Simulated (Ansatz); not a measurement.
**Molecular dynamics of CH₇ClSi₂**

input.yaml

```yaml
crystal:
  periodic: [false, false, false]
  atoms:
    - { symbol: Si, position_ang: [-0.011318, -0.865405, -0.683044] }
    - { symbol: Si, position_ang: [0.87971, 1.387094, 0.476772] }
    - { symbol: C, position_ang: [-1.569958, -1.204527, 0.041564] }
    - { symbol: H, position_ang: [-0.583494, 0.484687, 0.083107] }
    - { symbol: H, position_ang: [0.00368, -0.404255, -2.105211] }
    - { symbol: Cl, position_ang: [1.920474, -1.68465, -0.30836] }
    - { symbol: H, position_ang: [0.035183, 2.618133, 0.672409] }
    - { symbol: H, position_ang: [1.446579, 0.929364, 1.785939] }
    - { symbol: H, position_ang: [1.93418, 1.671099, -0.551781] }
    - { symbol: H, position_ang: [-1.687893, -1.242656, 1.136308] }
    - { symbol: H, position_ang: [-2.367345, -1.688882, -0.547505] }
basis:
  gaussian: { orbitals: def2-SVP }
hamiltonian:
  xc: pbe
  dispersion: d4
md:
  timestep: 0.5
  n_steps: 200
  ensemble: nve
  temperature: 300.0
  initial_velocities: maxwell_boltzmann
  seed: 7573
```

Command:

```bash
$ ansatz run input.yaml --threads 2 --pin off --max-ram 3072MiB --backend cpu --events-out ev --progress --plain --runs-dir out
```

It starts at the highest image of a converged band. Of that band: The profile has 3 maxima (images 1, 4, 7) with wells between them (images 2, 6): this band takes more than one step, which may be the mechanism or a detour left from its start path. Neighbouring images differ by up to 3.5 eV, so the band resolves the path poorly. A vibrational analysis at the climbing image gives one clearly imaginary mode, 729i cm⁻¹: a first-order saddle point.

Output, in part (step lines, the closing report, with atoms numbered from 0):

```
md step     0: t =     0.00 fs  T =   300.0 K  F+E_penalty+E_count = -29402.27896673 eV  E_kin = 0.349002 eV  conserved = -29401.92996473 eV  (30 SCF iters)
md step     1: t =     0.50 fs  T =   298.0 K  F+E_penalty+E_count = -29402.27668050 eV  E_kin = 0.346726 eV  conserved = -29401.92995450 eV  (31 SCF iters)
md step     2: t =     1.00 fs  T =   292.1 K  F+E_penalty+E_count = -29402.26974811 eV  E_kin = 0.339852 eV  conserved = -29401.92989629 eV  (31 SCF iters)
md step     3: t =     1.50 fs  T =   283.1 K  F+E_penalty+E_count = -29402.25915863 eV  E_kin = 0.329353 eV  conserved = -29401.92980555 eV  (31 SCF iters)
md step     4: t =     2.00 fs  T =   272.2 K  F+E_penalty+E_count = -29402.24640844 eV  E_kin = 0.316703 eV  conserved = -29401.92970528 eV  (31 SCF iters)
md step     5: t =     2.50 fs  T =   260.9 K  F+E_penalty+E_count = -29402.23314541 eV  E_kin = 0.303528 eV  conserved = -29401.92961739 eV  (31 SCF iters)
md step     6: t =     3.00 fs  T =   250.4 K  F+E_penalty+E_count = -29402.22081270 eV  E_kin = 0.291252 eV  conserved = -29401.92956049 eV  (31 SCF iters)
md step     7: t =     3.50 fs  T =   241.4 K  F+E_penalty+E_count = -29402.21035560 eV  E_kin = 0.280810 eV  conserved = -29401.92954533 eV  (31 SCF iters)
[... lines left out ...]
Total energy: -29403.23480053 eV, -1080.5489486911 hartree
Atom 0 at    -0.341226    -1.685137    -1.166924 Å, force     0.038065    -0.419957     0.639150 eV/Å
Atom 1 at     1.628161     2.394241     0.917129 Å, force    -0.340177    -0.056965     0.595267 eV/Å
Atom 2 at    -1.665291    -2.324176    -0.228080 Å, force     0.403930     0.064512    -0.805589 eV/Å
Atom 3 at     0.153902     2.102744     1.070772 Å, force     0.117688    -0.216690    -0.050266 eV/Å
Atom 4 at    -0.311006    -1.439764    -2.668613 Å, force     0.095078    -0.088897     0.536999 eV/Å
Atom 5 at     1.532468    -1.472608    -0.202819 Å, force    -0.626751     0.225236    -0.484922 eV/Å
Atom 6 at     1.711963     3.848566     1.328313 Å, force     0.285092    -0.119306    -0.217208 eV/Å
Atom 7 at     2.444467     1.537630     1.872393 Å, force    -0.173172     0.188996    -0.193785 eV/Å
Atom 8 at     2.040852     2.107020    -0.487123 Å, force     0.105937     0.135792    -0.159746 eV/Å
Atom 9 at    -1.596778    -2.410486     0.878305 Å, force    -0.150506    -0.125758    -0.447339 eV/Å
Atom 10 at    -2.542400    -2.715851    -0.806870 Å, force     0.244815     0.413038     0.587439 eV/Å
Dipole moment:    -0.101640    -0.034511    -0.243764 e Å
```

The steps, from the saved trajectory:

| time (fs) | T (K) | potential energy less start (eV) | conserved less start (meV/atom) |
| --- | --- | --- | --- |
| 0 | 300 | 0.000 | 0.00 |
| 3 | 250 | 0.058 | 0.04 |
| 6 | 211 | 0.103 | 0.01 |
| 9 | 150 | 0.175 | 0.04 |
| 12 | 144 | 0.182 | 0.04 |
| 15 | 209 | 0.106 | 0.03 |
| 18 | 304 | -0.005 | 0.04 |
| 21 | 443 | -0.166 | 0.01 |
| 24 | 542 | -0.281 | 0.02 |
| 27 | 624 | -0.376 | 0.03 |
| 30 | 709 | -0.476 | 0.02 |
| 33 | 775 | -0.552 | 0.02 |
| 36 | 849 | -0.639 | 0.03 |
| 39 | 936 | -0.740 | 0.01 |
| 42 | 982 | -0.793 | 0.03 |
| 45 | 1031 | -0.851 | 0.01 |
| 48 | 1040 | -0.861 | 0.03 |
| 51 | 1069 | -0.894 | 0.02 |
| 54 | 1078 | -0.905 | 0.01 |
| 57 | 1026 | -0.844 | 0.03 |
| 60 | 997 | -0.811 | 0.01 |
| 63 | 949 | -0.754 | 0.04 |
| 66 | 961 | -0.769 | 0.03 |
| 69 | 1010 | -0.826 | 0.02 |
| 72 | 1071 | -0.897 | 0.03 |
| 75 | 1162 | -1.002 | 0.01 |
| 78 | 1175 | -1.018 | 0.01 |
| 81 | 1132 | -0.968 | 0.01 |
| 84 | 1065 | -0.890 | 0.02 |
| 87 | 981 | -0.792 | 0.04 |
| 90 | 956 | -0.763 | 0.03 |
| 93 | 956 | -0.762 | 0.03 |
| 96 | 994 | -0.807 | 0.04 |
| 99 | 1099 | -0.930 | 0.00 |

All steps were run. The conserved energy stayed within 0.044 meV per atom of its start (net change 0.0055 meV per atom), so the integration is sound. The kinetic energy rose, since the run started high on the potential surface and went downhill. It ends in pieces (CH3ClSi + H4Si), so much of that is their flight and rotation, not heat. A run of 0.1 ps of so small a system gives no equilibrium averages. The orbitals stay closed-shell, which can raise the energy where a bond breaks towards radicals; this wasn't checked here.

Between its relaxed ends the band would form Si2–H4 and break Si1–Si2, C3–H4. These pairs go: Si2–H4 1.76 → 1.51 Å, Si1–Si2 2.69 → 4.99 Å, C3–H4 1.96 → 4.96 Å. In the last frame they stand as after the step (other bonds may differ from the relaxed reactants and products). Also parted: Si1–H4 1.65 → 4.43 Å. It ends as CH3ClSi + H4Si. Pairs count as bonded within 1.25 times the sum of covalent radii (0.12 Å more for H–H).

Last frame:

```xyz
11
Properties=species:S:1:pos:R:3
Si -0.341 -1.685 -1.167
Si 1.628 2.394 0.917
C -1.665 -2.324 -0.228
H 0.154 2.103 1.071
H -0.311 -1.440 -2.669
Cl 1.532 -1.473 -0.203
H 1.712 3.849 1.328
H 2.445 1.538 1.872
H 2.041 2.107 -0.487
H -1.597 -2.410 0.878
H -2.542 -2.716 -0.807
```

The run took 4 min on 2 threads of Intel(R) Xeon(R) Platinum 8488C (Sapphire Rapids), on a shared host, peak memory 0.16 GiB.
